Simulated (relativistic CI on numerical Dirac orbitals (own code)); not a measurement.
## W⁵⁺ (5d) in a crystal field

Calculated by Dirac-Coulomb-Breit CI, separate exchange-only KLI orbitals for each configuration, model QED, valence Slater integrals scaled by 0.7, one configuration in a parametric crystal field (own radial code).

Field parameters in Wybourne normalisation: D4h B²₀ = −7Ds, B⁴₀ = 21(Dq − Dt), B⁴₄ = 21√(5/14) Dq; Oh B⁴₀ = 21Dq, B⁴₄ = √(5/14) B⁴₀; Td as Oh with Dq negative (B⁴₀ = 21Dq, B⁴₄ = √(5/14) B⁴₀). The field is a parameter set, without covalency.

S is read from ⟨S²⟩ = S(S + 1).

Powder χT (cm³ K mol⁻¹) by Van Vleck's formula, with temperature-independent terms:

```
                                      Field     2 K     5 K    10 K    20 K    50 K   100 K   200 K   300 K
 D4h, 10Dq = 19450, Ds = 100, Dt = 430 cm⁻¹  0.0283  0.0287  0.0294  0.0307  0.0345  0.0409  0.0537  0.0666
D4h, 10Dq = 26600, Ds = 2360, Dt = 510 cm⁻¹  0.0407  0.0409  0.0413   0.042  0.0442  0.0478  0.0552  0.0625
 D4h, 10Dq = 36500, Ds = -70, Dt = 880 cm⁻¹  0.0733  0.0735  0.0739  0.0747  0.0772  0.0813  0.0894  0.0976
                      Oh, 10Dq = 35950 cm⁻¹  0.0199  0.0202  0.0207  0.0217  0.0246  0.0295  0.0393  0.0491
                     Td, 10Dq = -16050 cm⁻¹   0.171   0.171   0.171   0.172   0.173   0.176   0.181   0.186
                     Td, 10Dq = -18750 cm⁻¹   0.185   0.186   0.186   0.186   0.188    0.19   0.195     0.2
```

(1) For Td, 10Dq = -16050 cm⁻¹: what effective moment follows at 300 K?

Answers

(1) μ_eff = √(8χT) = 1.22 μB. The ground level has S = 0.50; the spin-only moment for S = 1/2 is 1.73 μB. The difference comes from the orbital moment, spin-orbit mixing of terms and temperature-independent paramagnetism, all larger in this ionic model than in covalent complexes.
